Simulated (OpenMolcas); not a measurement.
## Ag3+: moving or changing the point charges

Ag3+ among 4 point charges of -1.5 e arranged as a square (D4h), 2.11 Å from the ion.

* Program: OpenMolcas 26.06
* Method: CASSCF
* Basis: ANO-RCC-VDZP [6s5p3d1f]
* Scalar Hamiltonian: DKH2, point nucleus
* Active space: 8 electrons in 5 orbitals (4d)
* State averaging: 2S+1 = 3 even, 10 roots; 2S+1 = 1 even, 15 roots
* Spin-orbit coupling: state interaction with AMFI integrals over the reference wave functions

Runs around this geometry, states (labels of D4, the rotations of D4h). Energies in cm-1 above the lowest state or level, χT in cm3 K/mol.

| R (Å) | q (e) | Ground state | First state of that spin | First gap with spin-orbit (degeneracies) | χT at 300 K | First state of another spin |
| --- | --- | --- | --- | --- | --- | --- |
| 2.11 | -0.98 | 3E | 3B1 317.0 | 99.4 (1, 1) | 3.336 | 1A1 11232 |
| 1.96 | -1.5 | 3A2 | 3E 198.6 | 306.0 (1, 1) | 2.481 | 1A1 6106 |
| 2.11 | -1.5 | 3E | 3A2 891.3 | 167.0 (1, 1) | 2.955 | 1A1 8505 |
| 2.23 | -1.5 | 3E | 3B1 862.4 | 114.4 (1, 1) | 3.143 | 1A1 9975 |

The ground state changes within this set.

Without dynamic correlation the repulsion within the d shell is too large (B by tens of per cent), so at a given field states of lower spin stand too high. This shell can be high or low spin here, a state of another spin lies low, and with metal d orbitals alone active their balance is uncertain, so the ground spin may be wrong. Point charges give a weaker field than real ligands, and real ions of this kind are as a rule low spin; the high spin found here belongs to the model. An orbital doublet at a regular site is open to a Jahn-Teller distortion, which this geometry leaves out (holds for R = 2.11, q = -0.98; R = 2.11, q = -1.5; R = 2.23, q = -1.5). The ground term spreads over less than 5000 cm-1, several times less than with real ligands, so orbital moments are less quenched and χT lies further from the spin-only value than at real sites (holds for R = 2.11, q = -0.98; R = 2.11, q = -1.5; R = 2.23, q = -1.5). Point charges carry no covalency, so the field is a model and not that of real ligands. No measured value stands beside these numbers.
